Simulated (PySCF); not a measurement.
AsH₄Si, multiplicity 2. Atoms are numbered in the order given.

```xyz
6

Si     0.0007    -1.5431     0.0000
As    -0.0456     0.8156     0.0000
H      0.7022    -2.0528     1.2091
H     -1.3936    -2.0562     0.0000
H      0.7022    -2.0528    -1.2091
H      1.4823     0.8500     0.0000
```
Charge 0, spin multiplicity 2.

Geometry: PBE0-D3(BJ)/def2-TZVP. The isomer is the one that the SMILES or the coordinates give; other isomers of the formula were not compared.

These are PBE/def2-TZVPD (PySCF) values and carry that method's errors.

Gas-phase values at a fixed geometry.

- total energy: -2527.25652 hartree
- point group: Cs
- α spin, highest occupied and lowest empty level: -5.76 and -0.85 eV
- β spin, highest occupied and lowest empty level: -6.66 and -4.35 eV
- dipole moment: 0.28 D
- quadrupole, principal values (traceless, Buckingham form, about the centre of nuclear charge): -1.40, 0.36, 1.04 D·Å
- mean static polarisability: 66.6 bohr³ (9.86 Å³)
- polarisability, principal values: 55.2, 59.0, 85.4 bohr³
- ⟨S²⟩: 0.753 (pure state 0.75)
